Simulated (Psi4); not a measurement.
C2H6AlClS, singlet, at a GFN2-xTB geometry (such geometries of metal compounds can be far from the true shape); PBE/6-311+G(2d,p) in Psi4.

Psi4 was given this input:
```
memory 2 GB

molecule {
0 1
Al   -0.09931674    0.41011023    0.34834209
Cl    0.82971023    2.18152990    0.02583485
C    -1.35661479    0.04658880    1.84963780
H    -2.36385740   -0.22552400    1.52268977
H    -1.44865316    0.95566313    2.44942483
H    -1.02059453   -0.74823604    2.52107053
S     0.38799060   -1.16303488   -1.13093696
C    -0.61025299   -2.58223531   -0.53089498
H    -1.16600169   -2.30720891    0.36082513
H     0.06961681   -3.39960293   -0.31387758
H    -1.29110928   -2.87009531   -1.32523789
}

set {
  basis 6-311+g(2d,p)
}

energy('pbe')
print_variables()
```

The log (banner, timings and long lists left out):

```
   => Loading Basis Set <=

    Name: 6-311+G(2D,P)
    Role: ORBITAL
    Keyword: BASIS

         ---------------------------------------------------------
                                   SCF
               by Justin Turney, Rob Parrish, Andy Simmonett
                          and Daniel G. A. Smith
                              RKS Reference
         ---------------------------------------------------------

  ==> Geometry <==

    Molecular point group: c1
    Full point group: C1

    Geometry (in Angstrom), charge = 0, multiplicity = 1:

       Center              X                  Y                   Z               Mass
    ------------   -----------------  -----------------  -----------------  -----------------
         AL          -0.162716616126     0.320762784442     0.386864181402    26.981538530000
         CL           0.766310353874     2.092182454442     0.064356941402    34.968852682000
         C           -1.420014666126    -0.042758645558     1.888159891402    12.000000000000
         H           -2.427257276126    -0.314871445558     1.561211861402     1.007825032230
         H           -1.512053036126     0.866315684442     2.487946921402     1.007825032230
         H           -1.083994406126    -0.837583485558     2.559592621402     1.007825032230
         S            0.324590723874    -1.252382325558    -1.092414868598    31.972071174400
         C           -0.673652866126    -2.671582755558    -0.492372888598    12.000000000000
         H           -1.229401566126    -2.396556355558     0.399347221402     1.007825032230
         H            0.006216933874    -3.488950375558    -0.275355488598     1.007825032230
         H           -1.354509156126    -2.959442755558    -1.286715798598     1.007825032230

  Running in c1 symmetry.

  Rotational constants: A =      0.12005  B =      0.04747  C =      0.03446 [cm^-1]
  Rotational constants: A =   3598.98205  B =   1423.14734  C =   1032.94887 [MHz]
  Nuclear repulsion =  322.201667446144370

  Charge       = 0
  Multiplicity = 1
  Electrons    = 64
  Nalpha       = 32
  Nbeta        = 32

  ==> Algorithm <==

  SCF Algorithm Type is DF.
  DIIS enabled.
  MOM disabled.
  Fractional occupation disabled.
  Guess Type is SAD.
  Energy threshold   = 1.00e-06
  Density threshold  = 1.00e-06
  Integral threshold = 1.00e-12

  ==> Primary Basis <==

  Basis Set: 6-311+G(2D,P)
    Blend: 6-311+G(2D,P)
    Number of shells: 91
    Number of basis functions: 195
    Number of Cartesian functions: 205
    Spherical Harmonics?: true
    Max angular momentum: 2

  ==> DFT Potential <==

   => LibXC <=

    Version 7.1.2
    S. Lehtola, C. Steigemann, M. J. T. Oliveira, and M. A. L. Marques,  SoftwareX 7, 1–5 (2018) (10.1016/j.softx.2017.11.002)

   => Composite Functional: PBE <=

    PBE GGA Exchange-Correlation Functional

    J.P. Perdew et. al., Phys. Rev. Lett., 77(18), 3865-3868, 1996

    Deriv               =              1
    GGA                 =           TRUE
    Meta                =          FALSE

    Exchange Hybrid     =          FALSE
    MP2 Hybrid          =          FALSE

   => Exchange Functionals <=

    1.0000     XC_GGA_X_PBE

   => Correlation Functionals <=

    1.0000     XC_GGA_C_PBE

   => LibXC Density Thresholds  <==

    XC_GGA_C_PBE:  1.00E-12
    XC_GGA_X_PBE:  1.00E-15

   => Molecular Quadrature <=

    Radial Scheme          =       TREUTLER
    Pruning Scheme         =           NONE
    Nuclear Scheme         =       TREUTLER

    Blocking Scheme        =         OCTREE
    BS radius alpha        =              1
    Pruning alpha          =              1
    Radial Points          =             75
    Spherical Points       =            302
    Total Points           =         237092
    Total Blocks           =           1855
    Max Points             =            256
    Max Functions          =            178
    Weights Tolerance      =       1.00E-15

   => Loading Basis Set <=

    Name: (6-311+G(2D,P) AUX)
    Role: JKFIT
    Keyword: DF_BASIS_SCF

  ==> Integral Setup <==

  SCF_SUBTYPE=INCORE selected. In-core MEM_DF algorithm will be used.
  Using in-core AOs.

  ==> MemDFJK: Density-Fitted J/K Matrices <==

    J tasked:                   Yes
    K tasked:                    No
    wK tasked:                   No
    Algorithm:                 Core
    Schwarz Cutoff:           1E-12
    Mask sparsity (%):       8.9152
    Fitting Condition:        1E-10

   => Auxiliary Basis Set <=

  Basis Set: (6-311+G(2D,P) AUX)
    Blend: HEAVY-AUG-CC-PVTZ-JKFIT
    Number of shells: 246
    Number of basis functions: 826
    Number of Cartesian functions: 1012
    Spherical Harmonics?: true
    Max angular momentum: 4

  Minimum eigenvalue in the overlap matrix is 1.9371895258E-04.
  Reciprocal condition number of the overlap matrix is 1.9779287555E-05.
    Using symmetric orthogonalization.

  ==> Pre-Iterations <==

  SCF Guess: Superposition of Atomic Densities via on-the-fly atomic UHF (no occupation information).

   -------------------------
    Irrep   Nso     Nmo
   -------------------------
     A        195     195
   -------------------------
    Total     195     195
   -------------------------

  ==> Iterations <==

                           Total Energy        Delta E     RMS |[F,P]|

   @DF-RKS iter SAD: -1179.49732839092781   -1.17950e+03   0.00000e+00
   @DF-RKS iter   1: -1179.42429986355728    7.30285e-02   6.63395e-03 DIIS/ADIIS
   @DF-RKS iter   2: -1178.15926584189151    1.26503e+00   8.71678e-03 DIIS/ADIIS
   @DF-RKS iter   3: -1180.14003175387279   -1.98077e+00   1.69535e-03 DIIS/ADIIS
   @DF-RKS iter   4: -1180.19281302098125   -5.27813e-02   8.13372e-04 DIIS/ADIIS
   @DF-RKS iter   5: -1180.20507391039223   -1.22609e-02   2.63973e-04 DIIS/ADIIS
   @DF-RKS iter   6: -1180.20635336211694   -1.27945e-03   8.21825e-05 DIIS
   @DF-RKS iter   7: -1180.20648353142087   -1.30169e-04   1.79181e-05 DIIS
   @DF-RKS iter   8: -1180.20648947473887   -5.94332e-06   6.72657e-06 DIIS
   @DF-RKS iter   9: -1180.20649039583941   -9.21101e-07   2.29010e-06 DIIS
   @DF-RKS iter  10: -1180.20649050437623   -1.08537e-07   5.28368e-07 DIIS
  Energy and wave function converged.

  ==> Post-Iterations <==

   Electrons on quadrature grid:
      Ntotal   =   64.0000593176 ; deviation = 5.932e-05

    Orbital Energies [Eh]
    ---------------------

    Doubly Occupied:

[...]
    Virtual:

[...]
     195A    214.965275

    Final Occupation by Irrep:
              A
    DOCC [    32 ]
    NA   [    32 ]
    NB   [    32 ]

  @DF-RKS Final Energy: -1180.20649050437623

   => Energetics <=

    Nuclear Repulsion Energy =            322.2016674461443699
    One-Electron Energy =               -2271.2989340640883711
    Two-Electron Energy =                 854.0300193602195122
    DFT Exchange-Correlation Energy =     -85.1392432466517164
    Empirical Dispersion Energy =           0.0000000000000000
    VV10 Nonlocal Energy =                  0.0000000000000000
    Total Energy =                      -1180.2064905043762337

Computation Completed

Properties will be evaluated at   0.000000,   0.000000,   0.000000 [a0]

Properties computed using the SCF density matrix

 Multipole Moments:

 ------------------------------------------------------------------------------------
     Multipole            Electronic (a.u.)      Nuclear  (a.u.)        Total (a.u.)
 ------------------------------------------------------------------------------------

 L = 1.  Multiply by 2.5417464519 to convert [e a0] to [Debye]
 Dipole X            :          6.9901766           -7.6677378           -0.6775612
 Dipole Y            :         10.2266335          -10.8059008           -0.5792672
 Dipole Z            :         -4.0506191            4.6589569            0.6083379
 Magnitude           :                                                    1.0792195

 ------------------------------------------------------------------------------------

  Variable Map:
  ----------------------------------------------------------------------------
[...]
  Array Variable Map:
  ----------------------------------------------------------------------------
[...]
[...]
```
